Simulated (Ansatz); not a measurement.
Species: C₁₀H₇BS, SMILES `Bc1c(cc2ccsc2c1)C#C` (charge 0, multiplicity 1), formula C₁₀H₇BS.

Task: How many basis functions does Ansatz (a first-principles code) with frozen-core CCSD(T)/cc-pVDZ // PBE0-D3(BJ)/def2-SVP use, how many core orbitals are frozen, and how many electrons are correlated?

Result: 207 basis functions and 16 frozen orbitals, which leaves 56 correlated electrons. Core time is of the order of minutes.
